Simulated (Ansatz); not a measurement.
Reaction (cleavage of the Si–Ge bond): `[SiH3][SiH2][GeH2][SiH3]` + `OBCl` → `[SiH3][SiH2]OBCl` + `[SiH3][GeH3]`

Isolated molecules relaxed with PBE0-D4/def2-TZVP in Ansatz; ΔE leaves out vibrations. CCSD(T)/CBS is the MP2 limit (def2-TZVPP, def2-QZVPP) plus CCSD(T) − MP2 in def2-TZVPP, frozen cores. This one scheme is used for every species. Functionals use def2-TZVPP. B3LYP here is the variant with VWN-RPA as its local correlation; programs differ in this. For Ge outer-core shells are correlated without core-valence functions, which leaves a few kJ/mol of doubt a bond. Scalar relativity is left out up to krypton. One conformer a species, not always the lowest.

`[SiH3][SiH2][GeH2][SiH3]`:

Cartesian coordinates in Å:
```
Si 0.783 -1.123 1.964
Si -0.943 0.311 1.312
Ge -1.213 0.207 -1.052
Si 0.831 0.748 -2.142
H 2.055 -0.691 1.325
H 0.965 -1.124 3.440
H 0.478 -2.510 1.518
H -2.212 -0.068 1.994
H -0.605 1.709 1.699
H -2.326 1.169 -1.509
H -1.639 -1.221 -1.447
H 1.286 2.098 -1.715
H 0.669 0.741 -3.620
H 1.872 -0.245 -1.768
```

`OBCl`:

```xyz
5

O     0.048    1.041   -0.205
B     0.277   -0.278   -0.138
Cl   -0.806   -1.346    0.760
H    -0.740    1.324    0.272
H     1.222   -0.742   -0.690
```

`[SiH3][SiH2]OBCl`:

```xyz
11

Si   -0.401   -1.576   -0.675
Si    1.036    0.277   -0.607
O     0.530    1.429    0.489
B    -0.519    1.490    1.313
Cl   -0.723    2.896    2.344
H     0.142   -2.534   -1.676
H    -0.466   -2.246    0.650
H    -1.771   -1.171   -1.087
H     1.105    0.944   -1.932
H     2.406   -0.129   -0.203
H    -1.340    0.621    1.385
```

`[SiH3][GeH3]`:

Z-matrix (Å, degrees):
```
Si
Ge 1 2.378
H 1 1.487 2 110.1
H 1 1.487 2 110.1 3 -120.0
H 1 1.487 2 110.1 3 120.0
H 2 1.538 1 110.6 3 179.7
H 2 1.538 1 110.6 3 -60.3
H 2 1.538 1 110.6 3 59.7
```

Question: Is it downhill or uphill in electronic energy at CCSD(T)/CBS, and by how much? (An estimate is asked.)

Answer: Computed: Downhill: ΔE = -43.8 kJ/mol.

Question: What do these levels give: PBE-D4, PBE0-D4, B3LYP-D4, B2PLYP, SCS-MP2/def2-TZVPP, CCSD/def2-TZVPP, CCSD(T)/def2-TZVPP, HF/def2-QZVPP, MP2/def2-QZVPP, SCS-MP2/def2-QZVPP, HF/CBS(def2), CCSD/CBS(def2)? (Estimate.)

Answer: Ansatz gave: PBE-D4 -25.7, PBE0-D4 -30.7, B3LYP-D4 -47.0, B2PLYP -51.5, SCS-MP2/def2-TZVPP -53.1, CCSD/def2-TZVPP -48.9, CCSD(T)/def2-TZVPP -44.9, HF/def2-QZVPP -76.5, MP2/def2-QZVPP -45.7, SCS-MP2/def2-QZVPP -53.8, HF/CBS(def2) -77.0, CCSD/CBS(def2) -47.8 kJ/mol.

Largest T1 diagnostic among the species: 0.013.

In def2-TZVPP, CCSD(T) changes the Hartree–Fock value by +28.5 kJ/mol (the triples alone add +4.0 kJ/mol) and MP2 by +28.2 kJ/mol. From PBE to PBE0 (25 % exact exchange), in def2-TZVPP and without D4, ΔE moves by −4.9 kJ/mol. The D4 term adds +5.0 kJ/mol with B3LYP and +3.1 kJ/mol with PBE0; it sums over pairs of atoms, weighted by their polarisabilities, and B3LYP, whose exchange is more repulsive, gets the larger term.
